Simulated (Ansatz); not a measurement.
Telling isomers of CH3AuS apart by their spectra

These gas-phase data were calculated for one isomer of CH3AuS at B3LYP-D3(BJ)/def2-SVP (harmonic, unscaled wavenumbers; equilibrium rotational constants with average atomic masses):

```
rotational constants            : 16.53, 2.016, 1.818 GHz
all wavenumbers above 1500 cm⁻¹ : 3158, 3132, 3037
dipole moment                   : 2.23 D (PBE0/def2-TZVPD)
```

Candidates:

(1) `S[CH2][Au]`, a singlet
(2) `C[S][Au]`, a singlet

Q: Which structure fits?

A: Candidate (2). No mode falls between 2500 and 2800 cm⁻¹, where the S–H stretch of (1) would stand.

The same quantities for all candidates:

|  | rotational constants (GHz) | wavenumbers above 1500 cm⁻¹ | dipole (D) | E above the lowest, B3LYP-D3(BJ)/def2-SVP (kcal/mol) |
| --- | --- | --- | --- | --- |
| (1) | 26.27, 1.535, 1.478 | 3170, 3087, 2672 | 1.03 | 12.2 |
| (2) | 16.53, 2.016, 1.818 | 3158, 3132, 3037 | 2.23 | 0.0 |

Each candidate is one conformer. Atoms past krypton carry core potentials. Programs: Ansatz 0.2.0.
